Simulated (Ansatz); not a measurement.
Basis sets compared for [VO3(OH)]2- (VO4H²⁻). Total charge -2; singlet. Geometry PBE0-D4/def2-SVPD. Ansatz on 4 threads of Arm Neoverse V2 on a shared host; times are rough, and most runs start from earlier orbitals.

Cartesian coordinates in Å:
```
V -0.165 0.268 -0.352
O -1.696 -0.048 -0.919
O 0.136 1.902 -0.283
O 1.012 -0.561 -1.197
O -0.004 -0.471 1.445
H 0.718 -1.090 1.305
```

The 6-31G sets use Cartesian d functions. B3LYP takes the VWN-RPA correlation. A multiply charged anion in the gas phase is held together partly by the finite basis. At HF/6-31G, PBE-D4/def2-SVPD, PBE-D4/def2-TZVPD, B3LYP-D4/6-31G and others the highest occupied level of the charge -2 singlet lies above zero (up to 4.57 eV). In Hartree–Fock with 6-31G the lack of diffuse functions raises the level. The electron is either unbound and held by the finite basis, or the level is raised by self-interaction error.

```tsv
level	functions	energy (Eh)	HOMO (eV)	LUMO (eV)	wall time
HF/6-31G	67	-1242.6014	0.01	10.53	0.35 s
PBE-D4/def2-SVPD	134	-1244.8174	4.55	6.78	1.4 s
B3LYP-D4/6-31G	67	-1245.4508	4.54	8.53	1.1 s
PBE0-D4/def2-SVPD	134	-1244.7479	3.10	7.27	2 s
```

Question: Estimate the rows for HF/def2-TZVPD, PBE-D4/def2-TZVPD, B3LYP-D4/def2-TZVPD, PBE0-D4/def2-TZVPD.

Answer: 
```
              level  functions  energy (Eh)  HOMO (eV)  LUMO (eV)  wall time
      HF/def2-TZVPD        217   -1242.9401      -0.63       7.49      2.2 s
  PBE-D4/def2-TZVPD        217   -1245.2746       4.57       6.30      2.4 s
B3LYP-D4/def2-TZVPD        217   -1245.7814       3.35       6.53      3.9 s
 PBE0-D4/def2-TZVPD        217   -1245.2071       3.17       6.70      3.7 s
```
